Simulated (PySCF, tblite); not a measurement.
Isomers of C6H9ClSi. Level: GFN2-xTB in tblite, geometry and Hessian alike; calculated harmonic values, unscaled, isolated species. The method is semi-empirical: single wavenumbers can be off by several per cent or more. Modes of hydrogen on silicon can be 10 to 20 % off. One conformer each.

Electronic energies: PBE0/pcSseg-1 single points on the GFN2-xTB geometries (PySCF, gas phase).

```tsv
SMILES	electronic energy, lowest = 0 (kcal/mol)
CC#C[C@H]1C[Si@H](Cl)C1	34.8
ClCC[SiH]1C=CC=C1	38.0
C=C/C=C(\C=C)[SiH2]Cl	28.2
C=CC1=CC[Si@H](Cl)C1	0.0
```

Task: How do GFN2-xTB zero-point energies change the relative energies?

Result: 
| SMILES | ZPE (kcal/mol) | of it from modes above 1550 cm⁻¹ | electronic (kcal/mol) | with ZPE, lowest = 0 (kcal/mol) | lowest mode (cm⁻¹) | rings |
| --- | --- | --- | --- | --- | --- | --- |
| C=CC1=CC[Si@H](Cl)C1 | 80.6 | 42.6 | 0.0 | 0.0 | 42 | 1 |
| C=C/C=C(\C=C)[SiH2]Cl | 77.6 | 44.4 | 28.2 | 25.2 | 6 | 0 |
| CC#C[C@H]1C[Si@H](Cl)C1 | 80.2 | 41.0 | 34.8 | 34.4 | 17i | 1 |
| ClCC[SiH]1C=CC=C1 | 80.4 | 42.4 | 38.0 | 37.8 | 41 | 1 |

The zero-point energies span 3.0 kcal/mol, from `C=C/C=C(\C=C)[SiH2]Cl` to `C=CC1=CC[Si@H](Cl)C1`. Slightly imaginary modes are left out of the zero-point energy: `CC#C[C@H]1C[Si@H](Cl)C1` 16.6i cm⁻¹. The order is unchanged.

Task: And how do the electronic energies of GFN2-xTB itself compare?

Result: `C=CC1=CC[Si@H](Cl)C1` 0.0; `C=C/C=C(\C=C)[SiH2]Cl` 20.2; `CC#C[C@H]1C[Si@H](Cl)C1` 18.5; `ClCC[SiH]1C=CC=C1` 42.1 kcal/mol, lowest = 0. Against the energies above, taken from the same isomer `C=CC1=CC[Si@H](Cl)C1`, the largest difference is 16.3 kcal/mol.
